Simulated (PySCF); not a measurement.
C4H14AlNSi (SMILES CN(C)[SiH2][Al]([CH3])[CH3]), singlet, at a GFN2-xTB geometry (such geometries of metal compounds can be far from the true shape), atoms displaced at random by about 0.08 Å a coordinate; PBE/STO-3G, gradient run with PySCF.

Here is a job for PySCF.
```python
from pyscf import gto, scf, dft

mol = gto.Mole()
mol.atom = '''
    Si   -0.390859   -0.427426   -1.258676
    N    -1.671336    0.269453   -0.188161
    C    -2.879255    0.598312   -0.754586
    C    -1.697604   -0.019734    1.255921
    Al    1.612795   -0.069944    0.287518
    C     1.813035    1.545613    1.497449
    C     2.955330   -1.548255   -0.044647
    H    -0.789001   -1.850181   -1.774199
    H    -0.569319    0.578097   -2.348906
    H    -3.690557   -0.245739   -0.639496
    H    -3.035998    0.878434   -1.842565
    H    -3.267873    1.334141   -0.010207
    H    -0.642245   -0.283391    1.649216
    H    -2.130503    0.677580    1.780592
    H    -2.359555   -0.896673    1.387303
    H     2.721739    2.068532    1.221384
    H     0.923064    2.168450    1.383073
    H     1.868288    1.284390    2.462848
    H     2.776405   -2.071702   -0.719182
    H     3.003213   -2.205394    0.858296
    H     3.802696   -1.089318   -0.141094
'''
mol.basis = 'sto-3g'
mol.charge = 0
mol.spin = 0
mol.verbose = 4
mol.build()

mf = dft.RKS(mol)
mf.xc = 'pbe'
mf.grids.level = 5
mf.kernel()
g = mf.nuc_grad_method()
g.grid_response = False
grad = g.kernel()
```

Task: Predict the main parts of the log of this PySCF run.

Result: 
```
PySCF version 2.14.0

[INPUT] verbose = 4
[INPUT] num. atoms = 21
[INPUT] num. electrons = 72
[INPUT] charge = 0
[INPUT] spin (= nelec alpha-beta = 2S) = 0
[INPUT] symmetry False subgroup None
[INPUT] Mole.unit = angstrom
[INPUT] Symbol           X                Y                Z      unit          X                Y                Z       unit  Magmom
[INPUT]  1 Si    -0.390859000000  -0.427426000000  -1.258676000000 AA   -0.738616463321  -0.807718078518  -2.378552919563 Bohr   0.0
[INPUT]  2 N     -1.671336000000   0.269453000000  -0.188161000000 AA   -3.158367302126   0.509192373442  -0.355572757324 Bohr   0.0
[INPUT]  3 C     -2.879255000000   0.598312000000  -0.754586000000 AA   -5.441003392785   1.130645817041  -1.425960877431 Bohr   0.0
[INPUT]  4 C     -1.697604000000  -0.019734000000   1.255921000000 AA   -3.208006627966  -0.037291855342   2.373346724090 Bohr   0.0
[INPUT]  5 Al     1.612795000000  -0.069944000000   0.287518000000 AA    3.047740845068  -0.132175004057   0.543330275883 Bohr   0.0
[INPUT]  6 C      1.813035000000   1.545613000000   1.497449000000 AA    3.426139604251   2.920785264567   2.829768495504 Bohr   0.0
[INPUT]  7 C      2.955330000000  -1.548255000000  -0.044647000000 AA    5.584764307711  -2.925777920988  -0.084370602283 Bohr   0.0
[INPUT]  8 H     -0.789001000000  -1.850181000000  -1.774199000000 AA   -1.490995802008  -3.496335370874  -3.352750200477 Bohr   0.0
[INPUT]  9 H     -0.569319000000   0.578097000000  -2.348906000000 AA   -1.075856987511   1.092445003433  -4.438789032348 Bohr   0.0
[INPUT] 10 H     -3.690557000000  -0.245739000000  -0.639496000000 AA   -6.974141977096  -0.464379408124  -1.208472297755 Bohr   0.0
[INPUT] 11 H     -3.035998000000   0.878434000000  -1.842565000000 AA   -5.737204734727   1.659999678506  -3.481943216709 Bohr   0.0
[INPUT] 12 H     -3.267873000000   1.334141000000  -0.010207000000 AA   -6.175384979861   2.521161101553  -0.019288434553 Bohr   0.0
[INPUT] 13 H     -0.642245000000  -0.283391000000   1.649216000000 AA   -1.213667154871  -0.535531376167   3.116566560251 Bohr   0.0
[INPUT] 14 H     -2.130503000000   0.677580000000   1.780592000000 AA   -4.026067177564   1.280440627483   3.364831219592 Bohr   0.0
[INPUT] 15 H     -2.359555000000  -0.896673000000   1.387303000000 AA   -4.458912725848  -1.694466393292   2.621622721787 Bohr   0.0
[INPUT] 16 H      2.721739000000   2.068532000000   1.221384000000 AA    5.143341292548   3.908958959899   2.308081252926 Bohr   0.0
[INPUT] 17 H      0.923064000000   2.168450000000   1.383073000000 AA    1.744338155446   4.097776614813   2.613629180281 Bohr   0.0
[INPUT] 18 H      1.868288000000   1.284390000000   2.462848000000 AA    3.530552641811   2.427145337130   4.654108206433 Bohr   0.0
[INPUT] 19 H      2.776405000000  -2.071702000000  -0.719182000000 AA    5.246645060873  -3.914949391714  -1.359057013717 Bohr   0.0
[INPUT] 20 H      3.003213000000  -2.205394000000   0.858296000000 AA    5.675250063733  -4.167590656759   1.621944373810 Bohr   0.0
[INPUT] 21 H      3.802696000000  -1.089318000000  -0.141094000000 AA    7.186053974979  -2.058512682559  -0.266629017819 Bohr   0.0

nuclear repulsion = 430.008633355094
number of shells = 39
number of NR pGTOs = 171
number of NR cGTOs = 57
basis = sto-3g
ecp = {}

******** <class 'pyscf.dft.rks.RKS'> ********
method = RKS
initial guess = minao
damping factor = 0
level_shift factor = 0
DIIS = <class 'pyscf.scf.diis.CDIIS'>
diis_start_cycle = 1
diis_space = 8
diis_damp = 0
SCF conv_tol = 1e-09
SCF conv_tol_grad = None
SCF max_cycles = 50
direct_scf = True
direct_scf_tol = 1e-13
XC library pyscf.dft.libxc version 7.1.2
    S. Lehtola, C. Steigemann, M. J. T. Oliveira, and M. A. L. Marques,  SoftwareX 7, 1–5 (2018)
XC functionals = pbe
    J. P. Perdew, K. Burke, and M. Ernzerhof,  Phys. Rev. Lett. 77, 3865 (1996)
    J. P. Perdew, K. Burke, and M. Ernzerhof,  Phys. Rev. Lett. 78, 1396 (1997)
    J. P. Perdew, K. Burke, and M. Ernzerhof,  Phys. Rev. Lett. 77, 3865 (1996)
    J. P. Perdew, K. Burke, and M. Ernzerhof,  Phys. Rev. Lett. 78, 1396 (1997)
radial grids:
    Treutler-Ahlrichs [JCP 102, 346 (1995); DOI:10.1063/1.469408] (M4) radial grids

becke partition: Becke, JCP 88, 2547 (1988); DOI:10.1063/1.454033
pruning grids: <function nwchem_prune>
grids dens level: 5
symmetrized grids: False
atomic radii adjust function: <function treutler_atomic_radii_adjust>
small_rho_cutoff = 0
Set gradient conv threshold to 3.16228e-05
Initial guess from minao.
tot grids = 630192
init E= -737.859226192435
  HOMO = -0.259918598253262  LUMO = -0.0307596895730963  gap/eV = 6.23573
cycle= 1 E= -737.764016207035  delta_E= 0.0952  |g|= 0.66  |ddm|= 5.38
  HOMO = 0.0580228832910991  LUMO = 0.0984937117273323  gap/eV = 1.10127
cycle= 2 E= -735.902880973562  delta_E= 1.86  |g|= 1.89  |ddm|=    4
  HOMO = -0.0551834773614381  LUMO = 0.151089891629047  gap/eV = 5.61298
cycle= 3 E= -737.829972918497  delta_E= -1.93  |g|= 0.444  |ddm|= 3.71
  HOMO = -0.0634231157716911  LUMO = 0.124745687176703  gap/eV = 5.12033
cycle= 4 E= -737.89839401618  delta_E= -0.0684  |g|= 0.115  |ddm|= 0.689
  HOMO = -0.040101829157244  LUMO = 0.0837549310171066  gap/eV = 3.37031
cycle= 5 E= -737.903573343733  delta_E= -0.00518  |g|= 0.0549  |ddm|= 0.272
  HOMO = -0.0279865697188373  LUMO = 0.0897665791478031  gap/eV = 3.20423
cycle= 6 E= -737.904580821546  delta_E= -0.00101  |g|= 0.00988  |ddm|= 0.0997
  HOMO = -0.0281770959114792  LUMO = 0.0887774988884541  gap/eV = 3.18250
cycle= 7 E= -737.904619930783  delta_E= -3.91e-05  |g|= 0.00356  |ddm|= 0.0296
  HOMO = -0.0284388356110151  LUMO = 0.0888281981452201  gap/eV = 3.19100
cycle= 8 E= -737.904625571592  delta_E= -5.64e-06  |g|= 0.000545  |ddm|= 0.00795
  HOMO = -0.0284631604586723  LUMO = 0.0888510757989659  gap/eV = 3.19228
cycle= 9 E= -737.904625700241  delta_E= -1.29e-07  |g|= 0.000122  |ddm|= 0.00129
  HOMO = -0.028463737460003  LUMO = 0.0888489345001993  gap/eV = 3.19224
cycle= 10 E= -737.904625704945  delta_E= -4.7e-09  |g|= 6.38e-05  |ddm|= 0.000295
  HOMO = -0.0284588007243216  LUMO = 0.0888473579839973  gap/eV = 3.19206
cycle= 11 E= -737.904625706376  delta_E= -1.43e-09  |g|= 7.07e-06  |ddm|= 0.000107
  HOMO = -0.0284585740426018  LUMO = 0.0888466786751165  gap/eV = 3.19204
cycle= 12 E= -737.9046257064  delta_E= -2.48e-11  |g|= 2.34e-06  |ddm|= 1.73e-05
  HOMO = -0.0284583298856269  LUMO = 0.0888469022147296  gap/eV = 3.19204
Extra cycle  E= -737.904625706401  delta_E= -4.55e-13  |g|= 2.9e-06  |ddm|= 8.58e-06
converged SCF energy = -737.904625706401

******** <class 'pyscf.grad.rks.Gradients'> for <class 'pyscf.dft.rks.RKS'> ********
unit = Eh/Bohr
grid_response = False
--------------- RKS gradients ---------------
         x                y                z
0 Si    -0.0151518242    -0.0083000469    -0.0309771619
1 N    -0.1157299577     0.0217831543     0.0142176195
2 C     0.1264130773     0.0077063314    -0.0112300452
3 C    -0.0686596100     0.1230055030     0.0787814742
4 Al     0.0159066975     0.0174248007     0.0282682859
5 C     0.0171136913     0.0208266190     0.1089739571
6 C     0.0692067620    -0.1513519395    -0.3002905739
7 H    -0.0097028999    -0.0305936729    -0.0084468621
8 H    -0.0070445923     0.0171032972    -0.0000217144
9 H    -0.0155893449    -0.0108434489     0.0052453063
10 H    -0.0249878539    -0.0076706951    -0.0182600659
11 H     0.0181866207    -0.0173616580     0.0195597869
12 H     0.0286565422    -0.0101542192     0.0097497325
13 H     0.0567798095    -0.1159849641    -0.0789208725
14 H    -0.0006980053     0.0159646662    -0.0133265209
15 H    -0.0077340780    -0.0120306367     0.0032771065
16 H     0.0003574887    -0.0092845860     0.0041388418
17 H    -0.0084651403     0.0281496179    -0.0960942369
18 H     0.0727111651     0.1916877779     0.2623152776
19 H    -0.0024099713    -0.0111224478     0.0082105890
20 H    -0.1291516080    -0.0589460614     0.0148309085
----------------------------------------------
```
